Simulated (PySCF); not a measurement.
Isomers of C6H3NO2, one GFN2-xTB conformer each. Single-point energies are computed at PBE0/pcSseg-1 (PySCF, gas phase, no added dispersion term), electronic only.

Question: Rank them by PBE0/pcSseg-1 energy, lowest first (kJ/mol).
A. `[CH2:1]=[C:2]1[C:3]([C:4]#[N:5])=[C:6]1[O:7][CH:8]=[O:9]` with C3–C6–O7–C8 0°, C6–O7–C8–O9 0°
B. `N#Cc1ccc(=O)oc1`
C. `[N:1]#[C:2][C:3]#[C:4]/[CH:5]=[CH:6]\[C:7](=[O:8])[OH:9]` with C5–C6–C7–O8 0°, C6–C7–O9–H 180°

Answer: B (0.0), C (144.2), A (295.4).

As drawn, the highest has a three-membered ring, which the lowest lacks. GFN2-xTB itself gives, in the same order: 0.0, 163.4, 271.3. Both levels put the same isomer lowest; measured from each level's own lowest isomer, the values differ by up to 24.1 kJ/mol (C=C1C(C#N)=C1OC=O: 271.3 against 295.4).

Q: Which frontier levels, dipoles and rotational constants go with these structures?

A: 
```tsv
SMILES	HOMO (eV, PBE0/pcSseg-1)	LUMO (eV)	dipole (D)	A, B, C (MHz)
N#Cc1ccc(=O)oc1	-7.78	-2.64	0.93	5694, 1052, 888.0
N#CC#C/C=C\C(=O)O	-8.12	-3.11	5.66	4430, 772.2, 657.6
C=C1C(C#N)=C1OC=O	-6.88	-2.42	4.84	1988, 1535, 866.1
```
